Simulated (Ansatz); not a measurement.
Ansatz (a quantum-chemistry and plane-wave program) input (CCSD(T)/aug-cc-pVDZ):

Ansatz 0.2 input:
```yaml
crystal:
  periodic: [false, false, false]
  atoms:
    - {symbol: Ge, position_ang: [0.00000000, -0.00000000, -0.00000000]}
    - {symbol: H, position_ang: [-0.62084931, -0.89938570, -1.07909442]}
    - {symbol: H, position_ang: [0.56820009, -0.87256181, 1.12897202]}
    - {symbol: H, position_ang: [-1.07716225, 0.93547100, 0.56869039]}
    - {symbol: H, position_ang: [1.12981147, 0.83647651, -0.61856799]}
basis:
  gaussian:
    orbitals: aug-cc-pVDZ
magnetization: {spin_polarized: false}
correlation: {method: ccsd_t, electrons: outside_noble_gas}
output: {forces: true}
```

End of the output:

```
742 factors; integrals over basis functions are off by at most 5.5e-4 eV
mean field: 0.19 GiB planned
mean field evaluation 1: about -56535.0413 eV, gradient 9.0e0 eV
mean field evaluation 2: about -56535.0584 eV, gradient 9.0e0 eV
mean field evaluation 4: about -56535.5703 eV, gradient 2.8e-1 eV
mean field evaluation 8: about -56535.5714 eV, gradient 5.7e-4 eV
mean field evaluation 16: about -56535.5714 eV, gradient 2.7e-6 eV
mean field -56535.57138994 eV, -2077.6439273935 hartree, gradient 2.7e-6 eV, S^2 0.000000; 0 other end points of the search recorded, 0 dependent functions left out
14 core orbitals not correlated
reference -56535.57138994 eV, -2077.6439273935 hartree; 4, 4 occupied and 54, 54 virtual orbitals, 742 factors
densities: 0.17 GiB planned
second order -3.20515331 eV of doubles, -0.00000000 eV of singles
coupled cluster: 0.14 GiB planned
cycle   1  -3.81905180 eV  change   -6.1e-1 eV  update   5.6e-2
cycle   2  -4.03675472 eV  change   -2.2e-1 eV  update   1.9e-2
cycle   3  -4.04157334 eV  change   -4.8e-3 eV  update   4.0e-3
cycle   4  -4.04072614 eV  change    8.5e-4 eV  update   1.3e-3
cycle   5  -4.04051966 eV  change    2.1e-4 eV  update   3.7e-4
cycle   6  -4.04046890 eV  change    5.1e-5 eV  update   7.6e-5
cycle   7  -4.04047510 eV  change   -6.2e-6 eV  update   1.9e-5
cycle   8  -4.04047901 eV  change   -3.9e-6 eV  update   4.7e-6
perturbative correction -0.07619906 eV, -0.0028002637 hartree
the calculation of the forces begins
Total energy: -56539.68806801 eV, -2077.7952125222 hartree
Atom 0 at     0.000000    -0.000000    -0.000000 Å, force    -0.000000    -0.000000    -0.000000 eV/Å
Atom 1 at    -0.620849    -0.899386    -1.079094 Å, force    -0.070465    -0.102078    -0.122475 eV/Å
Atom 2 at     0.568200    -0.872562     1.128972 Å, force     0.064489    -0.099034     0.128136 eV/Å
Atom 3 at    -1.077162     0.935471     0.568690 Å, force    -0.122256     0.106174     0.064545 eV/Å
Atom 4 at     1.129811     0.836477    -0.618568 Å, force     0.128231     0.094938    -0.070206 eV/Å
Dipole moment:     0.000000    -0.000000     0.000000 e Å
```
